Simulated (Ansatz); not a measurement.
Reactions of C2H6O3Si, SMILES `O=C([SiH3])OCO`.

Computed with Ansatz on PBE0-D4/def2-TZVP structures; ΔE is electronic, products minus reactants. CBS: MP2 limit from def2 TZ/QZ plus the TZ coupled-cluster correction, frozen cores. This one scheme is used for every species, atoms too. DFT in def2-TZVPP. Open shells (•) are unrestricted, without spin–orbit coupling. Spin–orbit coupling would lower the free atoms: a little for C, O, Si. def2 core potentials past Kr. Bonds to As, Cd, Sb are less sure, by a few kJ/mol each and by 10 to 20 or more in all where they break to atoms, as the def2 sets lack core-valence functions. Scalar relativity is left out up to krypton. One conformer a species, not always the lowest.

```tsv
reaction	B2PLYP (kcal/mol)	ωB97M-V (kcal/mol)	CCSD(T)/CBS(def2) (kcal/mol)
`O=C([SiH3])OCO` + `[AsH3]` → `[SiH3][AsH2]` + `O=COCO`	-10.5	-10.2	-10.8
`O=C([SiH3])OCO` + `[NH2][Cd][OH]` → `[NH2][Cd][O][SiH3]` + `O=COCO`	-30.5	-29.8	-29.4
`O=C([SiH3])OCO` + `BNC=C` → `BN([SiH3])C=C` + `O=COCO`	-10.1	-10.7	-11.4
`O=C([SiH3])OCO` + `OC1=CC1` → `[SiH3]OC1=CC1` + `O=COCO`	-24.0	-22.8	-23.4
`O=C([SiH3])OCO` + H₂ → `O=COCO` + SiH₄	-9.9	-8.8	-8.4
`O=C([SiH3])OCO` → 2 C• + 6 H• + 3 O• + Si•	1086.0	1102.1	1099.0
`O=C([SiH3])OCO` + `O[SiH2]F` → `O=C([SiH3])O[SiH2]F` + `OCO`	6.0	5.7	5.7
`O=C([SiH3])OCO` + `B[Si](O)(F)Cl` → `B[Si](F)(Cl)O[SiH3]` + `O=COCO`	-28.6	-27.7	-28.2
`O=C([SiH3])OCO` + `[NH2][SbH][OH]` → `[OH][SbH][NH][SiH3]` + `O=COCO`	-18.3	-18.0	-18.5
`O=C([SiH3])OCO` → `O=COCO` + `[SiH2]`	51.7	51.7	52.8
```

Largest T1 diagnostic: 0.016, for `[NH2][Cd][OH]`.
